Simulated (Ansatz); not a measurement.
The cluster VO₂⁺ was relaxed with PBE-D4 (def2-TZVP) in Ansatz in these states: charge +1 quintet, charge +1 triplet. The geometries follow in no particular order.

A:

```xyz
3

V     0.411    0.071    1.015
O     0.131   -0.634   -0.602
O    -0.542    0.563   -0.413
```

B:

```xyz
3

V     1.2029    0.1138   -0.2123
O    -0.7235    0.4131   -0.3325
O    -0.4793   -0.5269    0.5447
```

Question: Judge from the bond lengths which geometry belongs to which state (an estimate).

Answer: A is the charge +1 triplet (V1–O2 1.787 Å, V1–O3 1.787 Å, O2–O3 1.386 Å); B is the charge +1 quintet (V1–O2 1.953 Å, V1–O3 1.953 Å, O2–O3 1.309 Å).

At PBE-D4/def2-TZVP the charge 1 triplet is spin-contaminated (final ⟨S²⟩ up to 2.13, 2.00 for a pure state). At PBE0-D4/def2-TZVP a triplet lies 0.22 eV below the charge +1 quintet. These are the stationary points nearest to one start from a short search; other shapes may lie lower in each state.
